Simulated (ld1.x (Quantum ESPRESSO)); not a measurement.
The numbers below are computed, except where a source is named.
Potentials for boron compared

Generated with ld1.x 7.5 (TM, RRKJ, ultrasoft, PAW), atompaw 4.2 or ONCVPSP 4.0.1. The cutoff is in Ry: for ld1.x and atompaw files where the sum of valence levels is converged to 10 mRy in a Bessel basis, for ONCV files where the hardest occupied wave has 1 mHa per electron of residual kinetic energy. The error is the largest all-electron minus pseudo excitation energy over each file’s own four to seven test configurations (ionisations up to +4, promotions, holes and added fractions of an electron), all of which were solved. The labels leave out finer settings (local radius, basis sizes, second energies), which also bear on the numbers. Spin-polarised tests are not counted. The rows are a selection from randomly drawn settings: files with unsolved tests, undetermined cutoffs or missed reference levels are left out.

```tsv
potential	cutoff (Ry)	largest error (meV)	bound ghosts
PAW, PBE, non-relativistic, rc 1.65/3.85 (sp), local smoothed, core correction yes, reference 2s1.75 2p1.25	6	+127	none
ultrasoft, PBE, scalar-relativistic, rc 1.70/2.45 (sp), local smoothed, core correction no, reference 2s2 2p1	10	+82	none
ultrasoft, LDA (PZ), non-relativistic, rc 1.55/2.90/3.40 (spd), local smoothed, core correction yes, reference 2s2 2p1	6	+90	none
TM, PBEsol, non-relativistic, rc 1.15/2.10/2.00 (spd), local d, core correction no, reference 2s2 2p1	21	+113	none
```

Task: Fill in the row for B: RRKJ, BLYP, non-relativistic, rc 1.55/1.80/1.75 (spd), local smoothed, core correction yes, reference 2s2 2p1.

Result: cutoff 30 Ry, largest error +73 meV, bound ghosts: none.

Task: Fill in the row for B: PAW, LDA (PZ), non-relativistic, rc 1.50/3.25/3.25 (spd), local smoothed, core correction yes, reference 2s2 2p0.5.

Result: cutoff 6 Ry, largest error -41 meV, bound ghosts: none.

Task: Fill in the row for B: RRKJ, PBE, scalar-relativistic, rc 1.35/2.40 (sp), local smoothed, core correction yes, reference 2s2 2p0.

Result: cutoff 35 Ry, largest error +86 meV, bound ghosts: none.
